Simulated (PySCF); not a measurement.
**N⁺: excitation energy**

N⁺ [He] 2s2 2p2 (3P) → N⁺ [He] 2s1 2p3 (5S), as a difference of total energies. Computed with PySCF 2.14 in dyall-av3z (15s9p3d2f, 71 functions), with the non-relativistic Hamiltonian (point nucleus). Correlated levels: valence: 1s2 frozen; virtual orbitals above 40 to 60 times the deepest correlated orbital energy dropped. The calculations carry no spin-orbit coupling.

```json
{"method": "UHF", "excitation energy (eV)": "3.986"}
{"method": "LDA", "excitation energy (eV)": "5.672"}
{"method": "PBE", "excitation energy (eV)": "5.778"}
{"method": "PBE0", "excitation energy (eV)": "5.623"}
{"method": "r2SCAN", "excitation energy (eV)": "5.040"}
{"method": "wB97M-V", "excitation energy (eV)": "6.187"}
{"method": "TPSSh", "excitation energy (eV)": "6.006"}
{"method": "BP86", "excitation energy (eV)": "5.964"}
{"method": "M06-L", "excitation energy (eV)": "5.530"}
{"method": "MP2 (valence)", "excitation energy (eV)": "5.252"}
{"method": "SCS-MP2 (valence)", "excitation energy (eV)": "5.854"}
```

Problem. How much does correlation contribute at MP2 (valence)?

Solution. 5.252 − (3.986) = 1.266 eV, measured against UHF.

Errors of the correlated levels include the incompleteness of this basis and the frozen core.

For comparison: 5.790 eV (measured; NIST levels, between the centres of gravity of the two terms).
